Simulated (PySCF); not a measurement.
An equivalent PySCF input for Al²⁺ (aluminium, charge +2), [Ne] 3s1, 2S determinant, with no relativity, point nucleus:

```python
from pyscf import gto, scf, dft, mp, cc
import basis_set_exchange as bse
mol = gto.M(atom="Al 0 0 0", charge=2, spin=1, symmetry="D2h",
            basis=gto.basis.parse(bse.get_basis("6-31G*", elements=["Al"], fmt="nwchem", header=False)))
mf = dft.UKS(mol, xc="TPSS")
mf.irrep_nelec = {'Ag': (3, 2), 'B1u': (1, 1), 'B2u': (1, 1), 'B3u': (1, 1)}
mf.kernel()
```

It reaches the same state as the run whose output follows, with an energy that differs only through the grid. The run itself started from symmetry-adapted Hartree-Fock orbitals and held the occupation by maximum overlap, on a logarithmic radial grid, so the iterations belong to that start.

```
SCF conv_tol = 1e-09
number electrons alpha = 6  beta = 5
XC functionals = TPSS
    J. Tao, J. P. Perdew, V. N. Staroverov, and G. E. Scuseria.,  Phys. Rev. Lett. 91, 146401 (2003)
    J. P. Perdew, J. Tao, V. N. Staroverov, and G. E. Scuseria.,  J. Chem. Phys. 120, 6898 (2004)
    J. Tao, J. P. Perdew, V. N. Staroverov, and G. E. Scuseria.,  Phys. Rev. Lett. 91, 146401 (2003)
    J. P. Perdew, J. Tao, V. N. Staroverov, and G. E. Scuseria.,  J. Chem. Phys. 120, 6898 (2004)
cycle= 1 E= -241.447857468573  delta_E= -0.00105  |g|= 0.00759  |ddm|= 0.0559
cycle= 2 E= -241.447874970512  delta_E= -1.75e-05  |g|= 0.00119  |ddm|= 0.00902
cycle= 3 E= -241.447875393082  delta_E= -4.23e-07  |g|= 3.05e-06  |ddm|= 0.000978
cycle= 4 E= -241.447875393087  delta_E= -4.41e-12  |g|= 2.56e-08  |ddm|= 7.56e-06
converged SCF energy = -241.447875393087  <S^2> = 0.7500237  2S+1 = 2.0000237
```
